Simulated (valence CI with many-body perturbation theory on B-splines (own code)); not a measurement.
# V: calculated level list

Method: configuration interaction combined with many-body perturbation theory (CI+MBPT): five valence electrons over a frozen Dirac-Fock core [Ar], a basis of 9 s, 9 p, 9 d, 7 f, 4 g, 2 h functions for each j, with the one-electron correlation potential Σ1 (screened to all orders), the two-electron term Σ2, the three-electron term Σ3, Breit, model QED; selected single and double excitations, second order for the rest, scaled by the run's own slope (own B-spline code, finite nucleus).

Set against measurement, 15 paired levels are off by 411 cm⁻¹ on average, the worst by 715. These come from a selection out of the NIST Handbook of Basic Atomic Spectroscopic Data. Levels without a partner in it may be off by more, other configurations by 1,000 to 4,000 cm⁻¹. Among the levels kept, up to 1200 cm⁻¹ of a level comes from second order outside the variational space, and about a tenth of that is noise between levels of different J, which matters for small intervals.

Levels 1 to 41 of 41, with energies above the lowest level, 3d³4s² ⁴F_3/2. "Leading %" is the weight of the configuration and term that name the level; weights of strongly mixed levels are sums over their largest components and can fall short. In the jj column 3d3/2^4 stands for four electrons in 3d with j = 3/2.

```csv
No.,Configuration,Term,J,E (eV),Leading %,Leading jj,g
1,3d³4s²,⁴F,3/2,0.0000,90,3d3/2^2 3d5/2 4s^2 (32 %),0.399
2,3d³4s²,⁴F,5/2,0.0148,90,3d3/2^2 3d5/2 4s^2 (68 %),1.028
3,3d³4s²,⁴F,7/2,0.0364,90,3d3/2 3d5/2^2 4s^2 (71 %),1.238
4,3d³4s²,⁴F,9/2,0.0665,90,3d5/2^3 4s^2 (41 %),1.334
5,3d⁴4s,⁶D,1/2,0.3461,94,3d3/2^2 3d5/2^2 4s (44 %),3.338
6,3d⁴4s,⁶D,3/2,0.3498,94,3d3/2^3 3d5/2 4s (38 %),1.868
7,3d⁴4s,⁶D,5/2,0.3575,94,3d3/2^2 3d5/2^2 4s (59 %),1.658
8,3d⁴4s,⁶D,7/2,0.3685,94,3d3/2 3d5/2^3 4s (44 %),1.588
9,3d⁴4s,⁶D,9/2,0.3826,94,3d3/2 3d5/2^3 4s (43 %),1.557
10,3d⁴4s,⁴D,1/2,1.132,89,3d3/2^2 3d5/2^2 4s (31 %),0.002
11,3d⁴4s,⁴D,3/2,1.135,90,3d3/2^2 3d5/2^2 4s (45 %),1.202
12,3d⁴4s,⁴D,5/2,1.145,90,3d3/2^2 3d5/2^2 4s (45 %),1.372
13,3d⁴4s,⁴D,7/2,1.162,90,3d3/2 3d5/2^3 4s (42 %),1.429
14,3d³4s²,⁴P,1/2,1.187,76,3d3/2^2 3d5/2 4s^2 (44 %),2.663
15,3d³4s²,⁴P,3/2,1.197,76,3d3/2^2 3d5/2 4s^2 (32 %),1.731
16,3d³4s²,⁴P,5/2,1.217,77,3d3/2 3d5/2^2 4s^2 (48 %),1.601
17,3d³4s²,²G,7/2,1.332,88,3d3/2^2 3d5/2 4s^2 (44 %),0.889
18,3d³4s²,²G,9/2,1.359,88,3d3/2^2 3d5/2 4s^2 (40 %),1.110
19,3d³4s²,²P,1/2,1.730,79,3d3/2 3d5/2^2 4s^2 (45 %),0.670
20,3d³4s²,²P,3/2,1.732,65,3d3/2^3 4s^2 (29 %),1.232
21,3d³4s²,²H,9/2,1.810,85,3d3/2^2 3d5/2 4s^2 (40 %),0.910
22,3d³4s²,²D,3/2,1.829,68,3d5/2^3 4s^2 (48 %),0.903
23,3d³4s²,²H,11/2,1.829,85,3d3/2 3d5/2^2 4s^2 (85 %),1.091
24,3d³4s²,²D,5/2,1.835,84,3d3/2 3d5/2^2 4s^2 (44 %),1.201
25,3d⁴4s,⁴H,7/2,1.876,91,3d3/2^2 3d5/2^2 4s (39 %),0.667
26,3d⁴4s,⁴H,9/2,1.881,90,3d3/2^2 3d5/2^2 4s (52 %),0.970
27,3d⁴4s,⁴H,11/2,1.887,90,3d3/2^2 3d5/2^2 4s (56 %),1.133
28,3d⁴4s,⁴H,13/2,1.897,90,3d3/2 3d5/2^3 4s (52 %),1.231
29,3d³4s4p,⁶G°,3/2,1.958,94,3d3/2^2 3d5/2 4s 4p1/2 (28 %),-0.002
30,3d³4s4p,⁶G°,5/2,1.969,95,3d3/2^2 3d5/2 4s 4p1/2 (38 %),0.857
31,3d³4s4p,⁶G°,7/2,1.984,95,3d3/2^2 3d5/2 4s 4p1/2 (28 %),1.143
32,3d³4s4p,⁶G°,9/2,2.003,94,3d3/2^2 3d5/2 4s 4p3/2 (31 %),1.273
33,3d⁴4s,⁴P,1/2,2.016,76,3d3/2^4 4s (33 %),2.667
34,3d³4s4p,⁶G°,11/2,2.024,94,3d3/2 3d5/2^2 4s 4p3/2 (54 %),1.343
35,3d⁴4s,⁴F,3/2,2.030,90,3d3/2^2 3d5/2^2 4s (47 %),0.399
36,3d⁴4s,⁴F,5/2,2.032,89,3d3/2^2 3d5/2^2 4s (44 %),1.023
37,3d⁴4s,⁴F,7/2,2.036,88,3d3/2^2 3d5/2^2 4s (37 %),1.233
38,3d⁴4s,⁴P,3/2,2.037,77,3d3/2^3 3d5/2 4s (32 %),1.734
39,3d⁴4s,⁴F,9/2,2.042,88,3d3/2^3 3d5/2 4s (28 %),1.331
40,3d³4s4p,⁶G°,13/2,2.048,94,3d5/2^3 4s 4p3/2 (44 %),1.385
41,3d⁴4s,⁴P,5/2,2.072,78,3d3/2 3d5/2^3 4s (30 %),1.601
```

Names give the largest LS component (configuration and term), which can be under half, so a name can repeat, a term be missing and a line seem to break the LS rules; names also repeat where a configuration has a term twice.

Where two levels of one J and parity lie close, their mixing, g and order are uncertain.

The ionisation energy to 3d⁴ ⁵D0 of the next ion comes out as 6.7875 eV (NIST: 6.74619 eV (measured), further off than twice its uncertainty). All 41 levels together are meant to be complete up to 2.124 eV.
